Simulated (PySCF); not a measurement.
## Deuteron quadrupole couplings in `N#C[C@@]12CC=C[C@@H]1C2`

Compound: C7H7N.
Atom-mapped SMILES: `[N:1]#[C:2][C@@:3]12[CH2:4][CH:5]=[CH:6][C@@H:7]1[CH2:8]2` (hydrogens: H9, H10 on C4; H11 on C5; H12 on C6; H13 on C7; H14, H15 on C8)

Cartesian coordinates in Å at the PBE0-D3(BJ)/def2-SVP level; atoms count from 1:
```xyz
15
C7H7N angstrom
N      0.347   -2.730    1.510
C      0.227   -1.763    0.882
C      0.067   -0.571    0.098
C     -1.301   -0.276   -0.516
C     -1.399    1.224   -0.450
C     -0.357    1.777    0.182
C      0.659    0.761    0.567
C      1.287    0.015   -0.571
H     -2.104   -0.759    0.066
H     -1.381   -0.666   -1.545
H     -2.235    1.777   -0.883
H     -0.224    2.844    0.368
H      1.197    0.833    1.516
H      2.233   -0.499   -0.385
H      1.159    0.417   -1.580
```

Level: PBE0/pcSseg-1 (PySCF, non-relativistic); Q(2H) = 0.00286 b; rigid geometry, the same for H and D, with no vibrational averaging.

Q: Tabulate Vzz, the asymmetry η and χzz = 234.96 MHz × Q × Vzz for every hydrogen position.

A: 
| atom | bonded to | bond length (Å) | Vzz (au) | η | χzz (kHz) |
| --- | --- | --- | --- | --- | --- |
| H9 | C4 | 1.103 | 0.2814 | 0.04 | 189 |
| H10 | C4 | 1.103 | 0.2849 | 0.02 | 191 |
| H11 | C5 | 1.092 | 0.3077 | 0.06 | 207 |
| H12 | C6 | 1.092 | 0.3083 | 0.06 | 207 |
| H13 | C7 | 1.093 | 0.3024 | 0.08 | 203 |
| H14 | C8 | 1.093 | 0.3022 | 0.07 | 203 |
| H15 | C8 | 1.094 | 0.3012 | 0.07 | 202 |

Q: Give the 2H NMR doublet splittings at H13 for a magnetic field along the z, y and x axes of the gradient: 3χ/2, 3χ(1 + η)/4, 3χ(1 − η)/4.

A: With |χ| = 203.2 kHz and η = 0.079: 305, 164 and 140 kHz, to first order and without motion.

Geometry: PBE0-D3(BJ)/def2-SVP; no solvent, vibrations or thermal averaging. With so small a basis the couplings can be 20 % off.

These values come from a run that also computed NMR shieldings. Hardware: one thread, Arm Neoverse V1, on a shared host. Cost: 21 s wall.
